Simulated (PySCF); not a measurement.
4-bromo-1-butene (`C=CCCBr`). Level of theory: PySCF 2.14.0, PBE0-D3(BJ)/def2-TZVP geometry optimisation, gas phase.

```
atom  x, y, z in Å
C1     1.9554   -0.1837   -0.4991
C2     0.9768    0.0213    0.3704
C3    -0.4054   -0.5329    0.2394
C4    -1.4037    0.5882    0.0344
Br5   -3.2270   -0.0864   -0.0696
H6     1.8115   -0.8014   -1.3804
H7     2.9384    0.2500   -0.3585
H8     1.1638    0.6480    1.2411
H9    -0.6761   -1.0898    1.1420
H10   -0.4566   -1.2293   -0.6010
H11   -1.2260    1.1205   -0.8978
H12   -1.3984    1.2979    0.8603
```

(1) Which two atoms are farthest apart?

(2) Work out the bond lengths C1=C2, C2–C3, C2–H8, C3–H9, C4–Br5, C4–H12 in pm.

(3) What is the repulsion energy of the bare nuclei, Σ ZA·ZB/RAB?

(4) Where is the centre of mass (commonest isotopes), and what is the radius of gyration?

(5) How far apart are these pairs, which share no bond: C2···H6, C3···H8, C4···H8, H7···H8?

(6) Give the dihedral angles H9–C3–C4–H12, C2–C3–C4–H12, H7–C1–C2–C3, C1–C2–C3–C4, H8–C2–C3–C4.

(7) What are the angles C2–C1–H7, C1–C2–C3, C3–C4–Br5, Br5–C4–H11?

(8) Write the matrix of distances between heavy atoms (Å, lower triangle).

## Answers

(1) Br5···H7, 6.18 Å; the next longest distance is 5.26 Å.

(2) For C1=C2 the difference vector is (-0.9786, 0.2050, 0.8695) Å, of length 1.3250 Å. C1=C2 132.5; C2–C3 149.5; C2–H8 108.9; C3–H9 109.5; C4–Br5 194.7; C4–H12 108.9 pm.

(3) 291.78 Eh over 66 pairs, with full nuclear charges and distances in bohr; the largest single term is 57.08 Eh (C4 with Br5).

(4) Mass 133.973 u; centre at (-1.784, -0.059, -0.028) Å; Rg = √(Σ m r²/M) = 1.976 Å. As Ia + Ib + Ic = 2 Σ m r², the three principal moments sum to 1046.5 u·Å².

(5) C2···H6 2.107 Å (2 bonds apart); C3···H8 2.205 Å (2 bonds apart); C4···H8 2.838 Å (3 bonds apart); H7···H8 2.422 Å (3 bonds apart).

(6) H9–C3–C4–H12 62° (synclinal); C2–C3–C4–H12 -59° (synclinal); H7–C1–C2–C3 179° (antiperiplanar); C1–C2–C3–C4 -114° (anticlinal); H8–C2–C3–C4 65° (synclinal). Dihedral signs follow IUPAC: positive where, seen along the central bond, the front bond turns clockwise onto the rear one.

(7) From the scalar product of the two bond vectors; for C2–C1–H7 it is -0.7508 Å² over 1.3250 × 1.0836 Å², cos θ = -0.5229. C2–C1–H7 121.5°; C1–C2–C3 124.6°; C3–C4–Br5 111.6°; Br5–C4–H11 106.1°.

(8) 
```
C1    0.000
C2    1.325  0.000
C3    2.498  1.495  0.000
C4    3.488  2.470  1.515  0.000
Br5   5.201  4.228  2.873  1.947  0.000
```

Not checked by PBE0-D3(BJ)/def2-TZVP frequencies. The numbers are those of one conformer.

Hardware: an Intel Xeon Platinum 8259CL at 2.50 GHz with one thread, shared host with 96 logical CPUs at a one-minute load of 18. Cost: 2.3 min wall, 0.90 GiB resident at most. This is the geometry optimisation.
